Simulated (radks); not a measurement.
Values are calculated unless marked as measured or tabulated.
Task: Neutral erbium, 68 electrons, occupied as [Xe] 4f11 6s2 6p1 (not the ground configuration). Code: a radial shooting solver on a logarithmic mesh with Libxc functionals. Model: scalar-relativistic Kohn-Sham, PBE, spin-polarised, spherical densities, point nucleus; open shells are filled with parallel spins first (spin-orbit coupling, left out, can overturn this in heavy ions). Some entries of the table are withheld. Estimate them.

orbital,occ.,eigenvalue (hartree),r(max) (bohr),<r> (bohr)
1s up,1,-2108.924,0.01286,0.02037
1s down,1,-2108.923,0.01286,0.02037
2s up,1,-354.6020,0.07323,0.08646
2s down,1,-354.6007,0.07323,0.08646
2p up,3,-313.6424,0.05956,0.07672
2p down,3,-313.6414,0.05956,0.07672
3s up,1,-79.79132,0.2072,0.2254
3s down,1,-79.74235,0.2071,0.2253
3p up,3,-67.33444,0.2039,0.2246
3p down,3,-67.28550,0.2039,0.2245
3d up,5,-51.74672,0.1664,0.2039
3d down,5,-51.70939,0.1664,0.2037
4s up,1,-16.09582,0.4737,0.5077
4s down,1,-15.99294,0.4737,0.5077
4p up,3,-11.99480,0.4952,0.5383
4p down,3,-11.89360,0.4951,0.5385
4d up,5,-6.50346,0.5113,0.5818
4d down,5,-6.40403,0.5113,0.5824
5s up,1,-2.19814,1.101,1.229
5s down,1,-2.15018,1.106,1.237
5p up,3,-1.22100,1.252,1.443
5p down,3,-1.18653,1.260,1.456
4f up,7,-0.50411,0.5052,(1)
4f down,4,-0.41501,0.5064,(2)
6s up,1,-0.21955,3.102,3.588
6s down,1,-0.19879,3.062,3.570
6p up,1,-0.08900,(3),(4)
6p down,0,-0.06643,(5),(6)

Result: 
(1) 4f up <r> (bohr): 0.7659
(2) 4f down <r> (bohr): 0.7820
(3) 6p up r(max) (bohr): 4.073
(4) 6p up <r> (bohr): 4.848
(5) 6p down r(max) (bohr): 4.084
(6) 6p down <r> (bohr): 4.931
